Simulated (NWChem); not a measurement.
System: CH2NS, doublet; SMILES N[C]=S

NWChem printed, in part:

```
             Northwest Computational Chemistry Package (NWChem) 7.3.0
             --------------------------------------------------------

 CS  symmetry detected

                             Geometry "geometry" -> ""
                             -------------------------

 Output coordinates in angstroms (scale by  1.889725989 to convert to a.u.)

  No.       Tag          Charge          X              Y              Z
 ---- ---------------- ---------- -------------- -------------- --------------
    1 N                    7.0000     0.13874364     1.59588157     0.00000000
    2 C                    6.0000    -0.42543469     0.41066557     0.00000000
    3 S                   16.0000     0.05354867    -1.11207245     0.00000000
    4 H                    1.0000     1.15203732     1.72137879     0.00000000
    5 H                    1.0000    -0.42741334     2.43661608     0.00000000

 Effective nuclear repulsion energy (a.u.)      86.4853086506

      Symmetry information
      --------------------

 Group name             Cs
 Group number              2
 Group order               2
 No. of unique centers     5

                                 NWChem DFT Module
                                 -----------------

 Summary of "ao basis" -> "ao basis" (spherical)
 ------------------------------------------------------------------------------
       Tag                 Description            Shells   Functions and Types
 ---------------- ------------------------------  ------  ---------------------
 N                           6-31g*                  6       14   3s2p1d
 C                           6-31g*                  6       14   3s2p1d
 S                           6-31g*                  8       18   4s3p1d
 H                           6-31g*                  2        2   2s

      Symmetry analysis of basis
      --------------------------

        a'         37
        a"         13

            General Information
            -------------------
          SCF calculation type: DFT
          Wavefunction type:  spin polarized.
          No. of atoms     :     5
          No. of electrons :    31
           Alpha electrons :    16
            Beta electrons :    15
          Charge           :     0
          Spin multiplicity:     2
          Use of symmetry is: on ; symmetry adaption is: on
          Maximum number of iterations: 150
          AO basis - number of functions:    50
                     number of shells:    24
          Convergence on energy requested:  1.00D-06
          Convergence on density requested:  1.00D-05
          Convergence on gradient requested:  5.00D-04

              XC Information
              --------------
                         B3LYP Method XC Potential
                     Hartree-Fock (Exact) Exchange  0.200
                        Slater Exchange Functional  0.800 local
                    Becke 1988 Exchange Functional  0.720 non-local
              Lee-Yang-Parr Correlation Functional  0.810
                  VWN I RPA Correlation Functional  0.190 local

             Grid Information
             ----------------
          Grid used for XC integration:  medium
          Radial quadrature: Mura-Knowles
          Angular quadrature: Lebedev.
          Tag              B.-S. Rad. Rad. Pts. Rad. Cut. Ang. Pts.
          ---              ---------- --------- --------- ---------
          N                   0.65       49           8.0       434
          C                   0.70       49           7.0       434
          S                   1.00       88          10.0       590
          H                   0.35       45          10.0       434
          Grid pruning is: on
          Number of quadrature shells:   276
          Spatial weights used:  Erf1

      Superposition of Atomic Density Guess
      -------------------------------------

 Sum of atomic energies:        -490.40613843

      Non-variational initial energy
      ------------------------------

 Total energy =    -491.656656
 1-e energy   =    -846.159435
 2-e energy   =     268.017471
 HOMO         =      -0.114126
 LUMO         =       0.030810

   Symmetry analysis of molecular orbitals - initial alpha
   -------------------------------------------------------

  Numbering of irreducible representations:

     1 a'          2 a"

  Orbital symmetries:

     1 a'          2 a'          3 a'          4 a'          5 a'
     6 a'          7 a"          8 a'          9 a'         10 a'
    11 a'         12 a'         13 a"         14 a'         15 a"
    16 a'         17 a"         18 a'         19 a'         20 a'
    21 a'         22 a'         23 a"         24 a'         25 a'
    26 a'

   Symmetry analysis of molecular orbitals - initial beta
   ------------------------------------------------------

  Numbering of irreducible representations:

     1 a'          2 a"

  Orbital symmetries:

     1 a'          2 a'          3 a'          4 a'          5 a'
     6 a'          7 a"          8 a'          9 a'         10 a'
    11 a'         12 a'         13 a"         14 a'         15 a"
    16 a'         17 a"         18 a'         19 a'         20 a'
    21 a'         22 a'         23 a"         24 a'         25 a'
    26 a'

     ---------------------------------------------
      Total Density - Mulliken Population Analysis
     ---------------------------------------------

    Atom       Charge   Shell Charges
 -----------   ------   -------------------------------------------------------
    1 N    7     7.76   2.00  0.80  2.50  0.77  1.66  0.03
    2 C    6     5.69   2.00  0.73  1.51  0.60  0.80  0.05
    3 S   16    16.41   2.00  2.00  5.98  1.36  3.08  0.53  1.42  0.05
    4 H    1     0.58   0.40  0.18
    5 H    1     0.56   0.41  0.15

     --------------------------------------------
      Spin Density - Mulliken Population Analysis
     --------------------------------------------

[...]
```

Level: B3LYP/6-31G* (spherical d), spin-unrestricted. In the optimisation the excess spin sits in a' (Cs, its own frame). All runs use the structure optimised with PBE0/def2-SVP, spin-unrestricted. No stability test was run on the SCF state.

Problem. Which NWChem input produces such a log?

Solution. One answer among several that fit: the input that was run:
```
start job
memory heap 200 mb stack 900 mb global 1100 mb
geometry units angstroms noautoz
  N      0.147998     1.585452     0.000000
  C     -0.426398     0.405154     0.000000
  S      0.039413    -1.121665     0.000000
  H      1.162338     1.702191     0.000000
  H     -0.410875     2.431046     0.000000
end
basis spherical
  * library 6-31g*
end
dft
  odft
  mult 2
  xc b3lyp
  iterations 150
  mulliken
end
task dft energy
```
